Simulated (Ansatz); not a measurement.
Compare A (`Cc1ccccc1N`) with its isomer B (`Cc1ccc(N)cc1`).

Calculated with Ansatz (gas phase, PBE0-D4/def2-TZVP geometries, no zero-point term in ΔE). CCSD(T)/CBS adds triple-zeta CCSD(T) − MP2 to the extrapolated MP2 energy (def2 sets, frozen cores). DFT in def2-TZVPP. B3LYP here is the variant with VWN-RPA as its local correlation; programs differ in this. One conformer a species, not always the lowest.

(1) Which isomer does CCSD(T)/CBS put lower? Give the gap. (An estimate is asked.)

(2) Give E(B) − E(A) in kJ/mol with PBE-D4, PBE0-D4, MP2/def2-TZVPP, B3LYP-D4, BLYP-D4, HF/def2-TZVPP, B2PLYP. (An estimate is asked.)

Largest T1 diagnostic: 0.011.

Results:

(1) Computed: A, by 5.2 kJ/mol.

(2) Ansatz gave: PBE-D4 4.5, PBE0-D4 4.6, MP2/def2-TZVPP 5.5, B3LYP-D4 4.2, BLYP-D4 4.2, HF/def2-TZVPP 0.5, B2PLYP 3.5. None reverses the order clearly.

Leaving LDA and LC-ωPBE aside and taking each functional with its dispersion term where it has one, the values, not all of them listed here, spread over 1.5 kJ/mol, from B2PLYP to ωB97M-V. LDA lies +4.5 kJ/mol from PBE without D4. In def2-TZVPP, CCSD(T) changes the Hartree–Fock value by +4.2 kJ/mol (the triples alone add +0.6 kJ/mol) and MP2 by +5.0 kJ/mol.
